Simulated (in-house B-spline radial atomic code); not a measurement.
Computed with a B-spline radial atomic code. Model: two electrons, singlet ground state, non-relativistic, full CI in B-splines with partial waves to l = 8 (at full coupling up to 3e-4 hartree above the limit, correlation up to 0.6 % small), density held at that of full coupling by Lieb maximisation.

W(λ) is the mean repulsion in the state of coupling λ less the Hartree energy of the fixed density. Its start is exact exchange, its initial slope is twice the second-order Görling-Levy correlation energy, and its area from 0 to 1 is E_xc. A straight curve means weak, dynamic correlation, and a curve that drops fast and flattens means strong correlation.

Command:
```bash
python run_ac.py task.json out
```
Settings (lengths in bohr, energies in hartree):
```
potential              ball
strength               1
lmax                   8
wall_radius            0.328
```

Run time, properties included: 3.4 s on 1 thread of Intel(R) Xeon(R) Processor @ 2.30GHz, with other jobs on the host.

**W = mean repulsion less Hartree energy, and W of three functionals.**

Given: confinement empty hard sphere; hard wall radius 0.328 bohr; external potential zero inside.

Computed: LDA exchange minus exact 730.23 millihartree; PBE exchange minus exact 230.39 millihartree.

```
coupling  W xc (hartree)  W xc minus exchange (millihartree)  kinetic minus Kohn-Sham (millihartree)  LDA (PW92) W minus its exchange (millihartree)  PBE W minus its exchange (millihartree)  SCAN W minus its exchange (millihartree)
       0         -5.4167                                   0                                       0                                               0                                        0                                         0
    0.02               ?                                   ?                                       ?                                               ?                                        ?                                         ?
    0.05               ?                                   ?                                       ?                                               ?                                        ?                                         ?
    0.12         -5.4299                             -13.196                                     0.8                                          -70.96                                   -23.59                                    -11.68
    0.25         -5.4441                             -27.324                                     3.4                                            -126                                   -47.77                                    -24.05
     0.4         -5.4602                             -43.413                                     8.6                                         -179.77                                   -74.31                                    -38.07
     0.6         -5.4813                             -64.517                                    19.2                                          -242.1                                  -107.85                                    -56.36
     0.8          -5.502                             -85.231                                    33.7                                         -297.39                                  -139.64                                    -74.27
       1         -5.5223                             -105.56                                      52                                         -347.63                                  -169.95                                    -91.81
     1.4         -5.5619                             -145.11                                    99.4                                         -437.22                                  -226.86                                    -125.9
       2         -5.6185                             -201.77                                   195.5                                          -552.7                                  -304.75                                   -174.78
       3         -5.7063                             -289.58                                   414.4                                         -712.87                                  -419.57                                   -250.99
     4.5         -5.8242                             -407.45                                   854.5                                         -906.41                                  -566.65                                   -354.84
       7         -5.9899                             -573.14                                    1800                                         -1155.9                                  -766.64                                   -505.41
      10         -6.1493                             -732.55                                  3145.7                                         -1384.1                                  -957.52                                    -657.2
```

Question: What belongs in the row 0.02?

Answer: W xc (hartree): -5.419; W xc minus exchange (millihartree): -2.21; kinetic minus Kohn-Sham (millihartree): 0; LDA (PW92) W minus its exchange (millihartree): -16.21; PBE W minus its exchange (millihartree): -4.04; SCAN W minus its exchange (millihartree): -1.97.

Question: What belongs in the row 0.05?

Answer: W xc (hartree): -5.4223; W xc minus exchange (millihartree): -5.517; kinetic minus Kohn-Sham (millihartree): 0.1; LDA (PW92) W minus its exchange (millihartree): -34.88; PBE W minus its exchange (millihartree): -10; SCAN W minus its exchange (millihartree): -4.9.

Question: What is the SCAN exchange minus exact?

Answer: -47.006 millihartree.

**Energy parts, natural occupations and partial-wave weights.**

Computed: total energy 97.1161 hartree; exchange energy -5.4167 hartree; correlation energy -0.053603 hartree; kinetic part of the DFT correlation energy 0.051959 hartree; initial slope twice GL2 -0.11058 hartree; Hartree energy 10.833 hartree; Kohn-Sham kinetic 91.753 hartree.

| natural | occupation of the shell (electrons) |
| --- | --- |
| s | 1.9991 |
| p | 0.00078491 |
| d | ? |
| s | 1.9281e-05 |
| f | 5.7596e-06 |
| p | 4.2508e-06 |

Question: What belongs in the row d?

Answer: occupation of the shell (electrons): 4.0943e-05.

```json
{"wave": "s", "weight": "0.99958"}
{"wave": "p", "weight": "0.00039469"}
{"wave": "d", "weight": "?"}
{"wave": "f", "weight": "3.0692e-06"}
{"wave": "g", "weight": "7.1796e-07"}
```

Question: What belongs in the row d?

Answer: weight: 2.1056e-05.

Question: What is the kinetic part over minus potential part?

Answer: 0.49221.

Question: What is the Lieb Oxford ratio E_xc over LDA exchange?

Answer: 1.1673.

Half-way to full coupling W has made 51 % of its drop, against 50 % for a straight line, and second-order (GL2) theory, half the initial slope, overshoots the correlation energy by about 3 %: correlation is weak here. Over couplings 0 to 1 the errors in E_xc come to about +583 millihartree for LDA, +195 millihartree for PBE, -40 millihartree for SCAN, so SCAN is nearest. In LDA and PBE and SCAN the errors of exchange and correlation have opposite signs, so the sum is smaller than the larger of the two.
